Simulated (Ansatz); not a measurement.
`O=C=N[SiH](F)Cl` + `[F][AlH][F]` → `F[SiH2]Cl` + `O=C=[N][Al]([F])[F]` at 500 K and 1 bar (redistribution).

Gas-phase electronic energies from Ansatz, PBE0-D4/def2-TZVP geometries. CCSD(T)/CBS adds triple-zeta CCSD(T) − MP2 to the extrapolated MP2 energy (def2 sets, frozen cores). This one scheme is used for every species. One conformer a species, not always the lowest.

```
              species  CCSD(T)/CBS energy (Eh)  H − E (kJ/mol)  S (J/(mol·K))
    `O=C=N[SiH](F)Cl`              -1017.33874           115.3          418.1
        `[F][AlH][F]`               -442.35155            55.5          295.8
          `F[SiH2]Cl`               -849.96195            83.3          315.2
`O=C=[N][Al]([F])[F]`               -609.73954            89.9          397.2
```

H − E and S are ideal-gas, rigid-rotor, harmonic terms from PBE0-D4/def2-TZVP, for one conformer and one mirror image of each species. 1 Eh = 2625.50 kJ/mol, R = 8.31446 J/(mol·K).

By hand: ΔE, ΔH, ΔS and ΔG.

ΔE = (-849.96195) + (-609.73954) − (-1017.33874) − (-442.35155) = -0.01120 Eh = -29.4 kJ/mol. Δ(H − E) = 83.3 + 89.9 − 115.3 − 55.5 = 2.4, so ΔH = -27.0 kJ/mol. ΔS = 315.2 + 397.2 − 418.1 − 295.8 = -1.5 J/(mol·K). ΔG = -27.0 − 500 × (-1.5)/1000 = -26.2 kJ/mol.

By hand: the equilibrium constant, and the temperature at which ΔG would vanish if ΔH and ΔS stayed fixed.

log₁₀ K = −ΔG/(RT ln 10) = 2.7. ΔG = 0 at ΔH/ΔS = 18000 K, far beyond where these terms or the molecules hold.

The number of gas molecules stays the same, so ΔS is small and ΔH decides. A doubt of 5 kJ/mol in ΔE shifts log₁₀ K by 0.5 here. Other conformers and mirror images would add mixing entropy, several J/(mol·K) or more a flexible species. Modes under 60 cm⁻¹, often nearly free rotors, make the harmonic entropy too high. These are equilibria of isolated gas molecules and say nothing of rates. Largest T1 diagnostic: 0.015 (customary marks: 0.02 for closed shells, 0.045 for open ones).
